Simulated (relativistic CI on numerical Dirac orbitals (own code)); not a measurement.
Pt5+: 4d photoemission

Computed with this model: Dirac-Coulomb-Breit CI, separate exchange-only KLI orbitals for each configuration, QED by a radiative potential, valence Slater integrals scaled by 0.9, multiplet model of photoemission in the sudden approximation; configurations [Xe] 4f14 5d5 → [Kr] 4d9 4f14 5s2 5p6 5d5; 80 K; Lorentzian 4.9 eV and Gaussian 0.6 eV FWHM. Energies are those of the free ion, without screening or charge transfer. The energies are binding energies and can lie tens of eV above those of solids. S is read from ⟨S²⟩ = S(S + 1).

free ion: ground-state S = 2.35, centroid 404.82 eV. Peaks (eV, height): 397.4 (100), 415.0 (65).

Strongest unbroadened transitions for free ion:

| Energy (eV) | Relative strength |
| --- | --- |
| 397.11 | 100.0 |
| 397.51 | 81.2 |
| 397.74 | 61.4 |
| 397.99 | 20.0 |
| 398.00 | 41.6 |
| 398.53 | 6.7 |
| 399.43 | 3.7 |
| 404.16 | 2.0 |
| 404.28 | 2.3 |
| 404.49 | 3.1 |
| 405.28 | 2.5 |
| 414.42 | 26.6 |
| 414.85 | 42.3 |
| 415.20 | 56.8 |
| 415.45 | 70.4 |
| 417.73 | 1.8 |
| 417.75 | 1.8 |
| 420.07 | 3.2 |
